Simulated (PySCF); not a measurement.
C₄H₅, SMILES C=[C]C=C (connectivity only; charge and spin as stated), charge +1, multiplicity 1.

The structure is a stationary point at B3LYP-D3(BJ)/def2-SVP. The spin state was assumed, not searched. The isomer is the one that the SMILES or the coordinates give; other isomers of the formula were not compared. The values are those of a single conformer.

These are PBE/def2-TZVPD run with PySCF values and carry that method's errors.

Symmetry labels are those of the subgroup Cs that the program uses (full group Cs).

List the valence orbital energies around the gap with their symmetry. (Estimate from the structure and the level; the computed values follow.)


```csv
orbital,symmetry,energy (eV)
HOMO−7,A',-22.15
HOMO−6,A',-19.16
HOMO−5,A',-18.04
HOMO−4,A',-17.31
HOMO−3,A",-17.23
HOMO−2,A',-15.62
HOMO−1,A",-14.24
HOMO,A',-13.24
LUMO,A",-10.49
LUMO+1,A',-6.95
LUMO+2,A",-6.43
LUMO+3,A',-4.56
```
